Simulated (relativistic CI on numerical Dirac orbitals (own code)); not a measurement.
**Forbidden lines of Ce19+**

These numbers are calculated, not measured: Dirac-Coulomb-Breit CI, KLI orbitals optimised for each configuration, model QED (radiative potential, 1s self-energy scaled to tabulated hydrogen-like ionisation energies), unscaled Slater integrals (own radial code, finite nucleus).

Configurations in the expansion (outside the closed core [Ar] 3d10): 4s2 4p6 4d3, 4s2 4p5 4d4, 4s2 4p6 4d2 4f, 4s 4p6 4d4, 4s2 4p6 4d2 5s, 4s 4p6 4d3 4f, 4s2 4p6 4d2 5p, 4s2 4p6 4d 4f 5s, 4s2 4p6 4d2 5d, 4s2 4p6 4d 5s 5p, 4s2 4p6 4d 4f2, 4s2 4p6 4f3, 4s2 4p6 4f2 5s, 4s 4p6 4d 4f3, 4s2 4p6 4f2 5p, 4p6 4d5, 4p5 4d6, 4s2 4p6 4d 5s2, 4s2 4p6 4f 5s2, 4s 4p6 4d 4f 5s2, 4s2 4p6 5s2 5p. Double excitations out of closed p, d and f shells are left out; levels of such configurations are missing from the list, as are those of other unlisted configurations, and high levels can miss mixing partners. These lack a partner that the ground configuration has and come out too high: 4s2 4p6 4d2 5d.

| λ vac (Å) | Lower | Upper | Type | A (s⁻¹) | gf | Branching (%) |
| --- | --- | --- | --- | --- | --- | --- |
| 1044.2 | 4s2 4p6 4d3 4F_5/2 [2] | 4s2 4p6 4d3 2P_3/2 [17] | M1 | 3.09e+02 | 2.02e-07 | 17.1 |
| 1046.6 | 4s2 4p6 4d3 4P_5/2 [8] | 4s2 4p6 4d3 2D_5/2 [19] | M1 | 7.09e+02 | 6.98e-07 | 20.3 |
| 1170.5 | 4s2 4p6 4d3 2D_3/2 [10] | 4s2 4p6 4d3 2D_5/2 [19] | M1 | 9.46e+02 | 1.17e-06 | 27.1 |
| 1463.2 | 4s2 4p6 4d3 4F_9/2 [5] | 4s2 4p6 4d3 2F_7/2 [16] | M1 | 2.60e+02 | 6.69e-07 | 46.0 |
| 1650.3 | 4s2 4p6 4d3 4F_7/2 [3] | 4s2 4p6 4d3 2D_5/2 [13] | M1 | 5.34e+02 | 1.31e-06 | 61.4 |
| 1733.5 | 4s2 4p6 4d3 4F_5/2 [2] | 4s2 4p6 4d3 2D_3/2 [10] | M1 | 6.41e+02 | 1.16e-06 | 34.6 |
| 1779.9 | 4s2 4p6 4d3 2F_5/2 [14] | 4s2 4p6 4d3 2D_5/2 [19] | M1 | 8.69e+02 | 2.48e-06 | 24.9 |
| 2015.7 | 4s2 4p6 4d3 4F_9/2 [5] | 4s2 4p6 4d3 2H_11/2 [12] | M1 | 2.31e+02 | 1.69e-06 | 75.9 |
| 2075.0 | 4s2 4p6 4d3 4P_5/2 [8] | 4s2 4p6 4d3 2P_3/2 [17] | M1 | 5.65e+02 | 1.46e-06 | 31.2 |
| 2170.4 | 4s2 4p6 4d3 4F_5/2 [2] | 4s2 4p6 4d3 2G_7/2 [7] | M1 | 7.80e+02 | 4.41e-06 | 77.3 |
| 2370.8 | 4s2 4p6 4d3 2G_7/2 [7] | 4s2 4p6 4d3 2G_9/2 [15] | M1 | 7.29e+02 | 6.14e-06 | 47.8 |
| 2540.4 | 4s2 4p6 4d3 4F_3/2 [1] | 4s2 4p6 4d3 4P_3/2 [4] | M1 | 3.77e+02 | 1.46e-06 | 92.1 |
| 2554.3 | 4s2 4p6 4d3 4P_3/2 [4] | 4s2 4p6 4d3 2D_3/2 [10] | M1 | 8.60e+02 | 3.37e-06 | 46.4 |
| 2623.2 | 4s2 4p6 4d3 2H_9/2 [9] | 4s2 4p6 4d3 2G_9/2 [15] | M1 | 6.40e+02 | 6.60e-06 | 41.9 |
| 2634.2 | 4s2 4p6 4d3 4P_1/2 [6] | 4s2 4p6 4d3 2P_1/2 [11] | M1 | 8.99e+02 | 1.87e-06 | 94.4 |
| 2812.7 | 4s2 4p6 4d3 4F_7/2 [3] | 4s2 4p6 4d3 2H_9/2 [9] | M1 | 2.97e+02 | 3.52e-06 | 47.3 |
| 3175.1 | 4s2 4p6 4d3 4F_7/2 [3] | 4s2 4p6 4d3 2G_7/2 [7] | M1 | 2.29e+02 | 2.76e-06 | 22.6 |
| 3443.5 | 4s2 4p6 4d3 4P_3/2 [4] | 4s2 4p6 4d3 4P_5/2 [8] | M1 | 2.32e+02 | 2.47e-06 | 75.3 |
| 3653.1 | 4s2 4p6 4d3 4F_9/2 [5] | 4s2 4p6 4d3 2H_9/2 [9] | M1 | 3.30e+02 | 6.61e-06 | 52.7 |
| 4801.2 | 4s2 4p6 4d3 4F_3/2 [1] | 4s2 4p6 4d3 4F_5/2 [2] | M1 | 3.15e+02 | 6.54e-06 | 100.0 |

Terms are leading LS components. Brackets give the number of a level in order of energy, since labels repeat. The list gives strong lines, with weight on those to low levels, among the lowest 200 of 2199 levels, so that lines to higher ones, which can be the strongest, are missing. Levels whose partners in the same complex of configurations lie outside the list can be far off, and so can their lines. Rates are taken at the computed energies, electric ones in the length gauge.

At this charge energies of transitions that change n are usually good to better than 1 %, and those within a shell (Δn = 0) to a few per cent. Terms inside the open d or f shell come out 10 to 20 % too wide with unscaled integrals.

LS names give the leading component of a level, which can be under half, so a name can repeat, a term be missing and a line seem to break the LS rules.
